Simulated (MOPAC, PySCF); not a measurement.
AlBr3, SMILES `[Br][Al]([Br])[Br]`, neutral singlet in the gas phase. 

Cartesian coordinates (Å):
```xyz
4

Br    -1.7843    -1.2375    -0.4752
Al     0.0000    -0.0001     0.0298
Br     2.0198    -0.9396     0.1174
Br    -0.2355     2.1772     0.4470
```
Charge 0, multiplicity 1.

All levels are single points at this geometry (PBE0-D3(BJ)/def2-TZVP); Pople sets use spherical d functions. Orbital energies aren't observables, and empty levels follow the basis.

```json
[
 {"level": "PBE-D3(BJ)/def2-TZVP in PySCF", "HOMO (eV)": "-7.36", "LUMO (eV)": "-2.38", "gap (eV)": "4.98", "dipole (D)": "0.00", "vertical IE, Delta-SCF (eV)": "–"},
 {"level": "ωB97X-D3(BJ)/def2-TZVP in PySCF", "HOMO (eV)": "-11.03", "LUMO (eV)": "0.44", "gap (eV)": "11.47", "dipole (D)": "0.00", "vertical IE, Delta-SCF (eV)": "–"},
 {"level": "M06-2X/6-31G* in PySCF", "HOMO (eV)": "-9.88", "LUMO (eV)": "-1.02", "gap (eV)": "8.86", "dipole (D)": "0.00", "vertical IE, Delta-SCF (eV)": "–"},
 {"level": "PBE/6-31G* in PySCF", "HOMO (eV)": "-7.34", "LUMO (eV)": "-2.45", "gap (eV)": "4.89", "dipole (D)": "0.00", "vertical IE, Delta-SCF (eV)": "10.01"},
 {"level": "HF/6-31G* in PySCF", "HOMO (eV)": "-11.56", "LUMO (eV)": "1.27", "gap (eV)": "12.83", "dipole (D)": "0.00", "vertical IE, Delta-SCF (eV)": "11.01"},
 {"level": "PM3 in MOPAC", "HOMO (eV)": "-13.01", "LUMO (eV)": "-4.45", "gap (eV)": "8.56", "dipole (D)": "0.00", "vertical IE, Delta-SCF (eV)": "–"}
]
```
